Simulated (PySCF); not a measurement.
Mapped SMILES: `[CH3:1][O:2][C:3]1=[C:4]([CH3:5])[O:6][Si@H:7]([F:8])[SiH2:9]1` (H(Xn): hydrogen on atom n). Ha(Si9) is cis to F8 on the ring; Hb(Si9) is trans to F8 on the ring.

- GFN2-xTB geometry
- shielding tensors at PBE0/pcSseg-1 (GIAO)
- program: PySCF 2.14
- isolated molecule, a single conformation, averaged over atoms made equivalent by symmetry, fast rotation or ring inversion, non-relativistic Hamiltonian

Question: List the cross peaks expected in HSQC, COSY and HMBC spectra.

Answer: 

HSQC (one-bond C–H):
```csv
δH,δC
3.87 (H(C1)),62.1 (C1)
2.02 (H(C5)),17.1 (C5)
```

COSY cross peaks (H two or three bonds apart, from the bond graph; peaks can be absent where the dihedral angle is near 90°):
```csv
δH,δH
5.45 (H(Si7)),4.70 (Ha(Si9))
5.45 (H(Si7)),4.17 (Hb(Si9))
4.70 (Ha(Si9)),4.17 (Hb(Si9))
```

HMBC (two and three bonds, from the bond graph):
```csv
δH,δC
5.45 (H(Si7)),"160.7 (C4), 140.8 (C3)"
4.70 (Ha(Si9)),"160.7 (C4), 140.8 (C3)"
4.17 (Hb(Si9)),"160.7 (C4), 140.8 (C3)"
3.87 (H(C1)),140.8 (C3)
2.02 (H(C5)),"160.7 (C4), 140.8 (C3)"
```

References, each an isolated molecule treated in the same way: TMS for 1H, 13C.

Short H···H contacts in this conformer between protons four or more bonds apart (candidates for NOE cross peaks, intensity ∝ r⁻⁶): H(C1)···Ha(Si9) 2.78 Å.

Shifts are as computed. Against solution values, carbons near 30 ppm lie about +3 ppm off and those near 130 ppm about +5 ppm. Of 1211 compounds with measured shifts, 218 miss one by over three times the rms of a fit or turn the order of signals round; such compounds aren't used in these exercises.
